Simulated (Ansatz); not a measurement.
W(OH)(H)5 (H₆OW), SMILES [OH][WH5], multiplicity 1.

Geometry: PBE0-D3(BJ)/def2-TZVP. The multiplicity is an assumed one; no other spin state was optimised. The structure was generated by enumeration; whether it is a known compound was not checked. The def2 effective core potentials stand for the cores of W; spin–orbit coupling is left out.

Two levels are set side by side: PBE/def2-TZVPD (Ansatz, a program for electronic structure) and PBE0/def2-TZVPD (Ansatz). Energy differences of separate SCF runs at the same geometry; the states with an electron removed or added have multiplicity 2 and 2. Differences are taken from unrounded values.

| quantity | PBE0 |
|---|---|
| vertical ionisation energy (eV) | 10.21 |
| vertical electron affinity (eV) | 0.92 |
| vertical singlet–triplet gap (eV) | 2.99 |

### Question
What does PBE give, and how far is it from PBE0? (An estimate is asked for; the answer gives what the named calculation found.)

### Answer

| quantity | PBE | PBE minus PBE0 |
|---|---|---|
| vertical ionisation energy (eV) | 10.10 | -0.11 |
| vertical electron affinity (eV) | 0.86 | -0.07 |
| vertical singlet–triplet gap (eV) | 3.04 | 0.06 |
